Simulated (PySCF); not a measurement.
## Orbital picture of KBe

PBE at R = 3.413 Å; basis K pcseg-2, Be pcseg-2; no relativity; PySCF 2.14. State: ²Σ⁺ (doublet), unpaired electrons σ ↑. Only the outer orbitals are listed, counted within each symmetry.

```json
{"spin": "α", "orbital": "5σ", "occ.": "1", "ε (eV)": "-34.99", "on K (%)": "100", "main shells (%)": "100 K s"}
{"spin": "α", "orbital": "2π", "occ.": "1", "ε (eV)": "-18.85", "on K (%)": "100", "main shells (%)": "100 K p"}
{"spin": "α", "orbital": "2π", "occ.": "1", "ε (eV)": "-18.85", "on K (%)": "100", "main shells (%)": "100 K p"}
{"spin": "α", "orbital": "6σ", "occ.": "1", "ε (eV)": "-18.78", "on K (%)": "100", "main shells (%)": "100 K p"}
{"spin": "α", "orbital": "7σ", "occ.": "1", "ε (eV)": "-5.23", "on K (%)": "13", "main shells (%)": "87 Be s"}
{"spin": "α", "orbital": "8σ", "occ.": "1", "ε (eV)": "-2.59", "on K (%)": "61", "main shells (%)": "60 K s, 37 Be p"}
{"spin": "α", "orbital": "3π", "occ.": "0", "ε (eV)": "-1.69", "on K (%)": "18", "main shells (%)": "82 Be p, 13 K p"}
{"spin": "α", "orbital": "3π", "occ.": "0", "ε (eV)": "-1.69", "on K (%)": "18", "main shells (%)": "82 Be p, 13 K p"}
{"spin": "α", "orbital": "9σ", "occ.": "0", "ε (eV)": "-1.63", "on K (%)": "55", "main shells (%)": "46 Be p, 30 K s, 23 K p"}
{"spin": "β", "orbital": "5σ", "occ.": "1", "ε (eV)": "-34.94", "on K (%)": "100", "main shells (%)": "100 K s"}
{"spin": "β", "orbital": "2π", "occ.": "1", "ε (eV)": "-18.78", "on K (%)": "100", "main shells (%)": "100 K p"}
{"spin": "β", "orbital": "2π", "occ.": "1", "ε (eV)": "-18.78", "on K (%)": "100", "main shells (%)": "100 K p"}
{"spin": "β", "orbital": "6σ", "occ.": "1", "ε (eV)": "-18.72", "on K (%)": "100", "main shells (%)": "100 K p"}
{"spin": "β", "orbital": "7σ", "occ.": "1", "ε (eV)": "-4.94", "on K (%)": "7", "main shells (%)": "91 Be s"}
{"spin": "β", "orbital": "8σ", "occ.": "0", "ε (eV)": "-1.84", "on K (%)": "68", "main shells (%)": "69 K s, 26 Be p"}
{"spin": "β", "orbital": "3π", "occ.": "0", "ε (eV)": "-1.53", "on K (%)": "14", "main shells (%)": "86 Be p, 9 K p"}
{"spin": "β", "orbital": "3π", "occ.": "0", "ε (eV)": "-1.53", "on K (%)": "14", "main shells (%)": "86 Be p, 9 K p"}
```

Problem. Which are the highest filled and the lowest empty level, where do they sit, and how wide is the gap?

Solution. Highest filled α 8σ at -2.59 eV (in %: 60 K s, 37 Be p); lowest empty β 8σ at -1.84 eV (in %: 69 K s, 26 Be p); the gap at PBE is 0.75 eV.

The bond order (Mayer) is 0.67 and the ⟨S²⟩ is 0.759. The charge on K (Mulliken, basis-dependent) is 0.19 and the charge on K (Löwdin, basis-dependent) is 0.11. The dipole moment (positive dipole means K(−)Be(+)) is -3.47 D, the polarisability along the bond is 434.5 bohr³ and the polarisability across the bond is 192.7 bohr³.

The state was picked by a PBE0 search and need not be the measured ground state.
